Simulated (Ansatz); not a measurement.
CH6OSSi2 can be A, `O[Si]1(S)C[SiH2]1`, or B, `O=C[SiH]([SiH3])S`.

Gas-phase electronic energies from Ansatz, PBE0-D4/def2-TZVP geometries. CCSD(T)/CBS is the MP2 limit (def2-TZVPP, def2-QZVPP) plus CCSD(T) − MP2 in def2-TZVPP, frozen cores. DFT in def2-TZVPP. B3LYP here is the variant with VWN-RPA as its local correlation; programs differ in this. Each species was taken in one conformer, which may not be the lowest.

A:

```xyz
11

O     0.653    1.984   -0.413
Si   -0.039    0.651    0.251
S    -0.561    0.855    2.299
C     0.763   -0.937   -0.291
Si   -1.063   -0.970   -0.910
H     0.147    2.798   -0.365
H     0.703    1.048    2.725
H     1.508   -0.868   -1.084
H     1.049   -1.662    0.467
H    -1.955   -1.982   -0.295
H    -1.206   -0.916   -2.386
```

B:

```xyz
11

O    -0.970   -1.667   -1.781
C    -1.243   -0.753   -1.044
Si    0.069    0.564   -0.514
Si    0.439    0.407    1.794
S     1.793    0.081   -1.662
H    -2.279   -0.666   -0.644
H    -0.501    1.900   -0.846
H     1.509    1.361    2.187
H    -0.806    0.739    2.539
H     0.860   -0.978    2.130
H     1.128   -0.988   -2.159
```

(1) Which isomer does CCSD(T)/CBS put lower? Give the gap. (Best estimate.)

(2) Give E(B) − E(A) in kcal/mol with PBE-D4, HF/def2-TZVPP, B2PLYP, B3LYP, ωB97M-V, MP2/def2-TZVPP, BLYP-D4. (An estimate is asked.)

(3) Does the order hold for the free energy at 298.15 K (harmonic terms from PBE0-D4)? (Estimate.)

Largest T1 diagnostic: 0.015.

Results:

(1) Ansatz gave: A, by 32.3 kcal/mol.

(2) Ansatz gave: PBE-D4 29.4, HF/def2-TZVPP 25.0, B2PLYP 29.8, B3LYP 27.5, ωB97M-V 32.5, MP2/def2-TZVPP 35.2, BLYP-D4 24.4. None reverses the order clearly.

(3) Computed: Yes: G(B) − G(A) = +27.9 kcal/mol, for one conformer each.

Leaving LDA and LC-ωPBE aside and taking each functional with its dispersion term where it has one, the values, not all of them listed here, spread over 10.7 kcal/mol, from BLYP-D4 to r2SCAN0-D4. LDA lies +7.2 kcal/mol from PBE without D4. In def2-TZVPP, CCSD(T) changes the Hartree–Fock value by +5.6 kcal/mol (the triples alone add −0.1 kcal/mol) and MP2 by +10.2 kcal/mol.
